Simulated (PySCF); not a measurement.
Input for PySCF: R-B3LYP/6-31G* on C3H8O2 (SMILES COCOC), a point of a torsion scan.

```python
from pyscf import gto, scf, dft, mp
from pyscf.data.elements import chemcore

mol = gto.M(
    atom='''
    C     2.11245253    0.39487390   -0.07157063
    O     1.33089112   -0.58695048    0.56506806
    C    -0.02671872   -0.30050060    0.64254729
    O    -0.72181361   -1.48551495    0.39592799
    C    -2.09994540   -1.37841947    0.64225537
    H     2.09543907    1.34179643    0.48184485
    H     1.77435221    0.57530823   -1.09848391
    H     3.12772774    0.00462047   -0.08697503
    H    -0.28318310    0.08353408    1.65425159
    H    -0.31504048    0.47443879   -0.09805009
    H    -2.56501988   -0.62772028   -0.00976054
    H    -2.29775582   -1.10745445    1.68695021
    H    -2.52435062   -2.35701172    0.43170139
    ''',
    basis='6-31g*',
    cart=True,
    charge=0, spin=0, verbose=3, max_memory=1800)
mf = dft.RKS(mol, xc='b3lyp')
mf.conv_tol = 1e-8
mf.max_cycle = 100
mf.kernel()
if not mf.converged:
    mf = mf.newton().run(mf.mo_coeff, mf.mo_occ)
```

The log:

```
converged SCF energy = -269.540993495569
```

The calculation finished and met its thresholds.

Cost: very roughly 7 core-seconds.
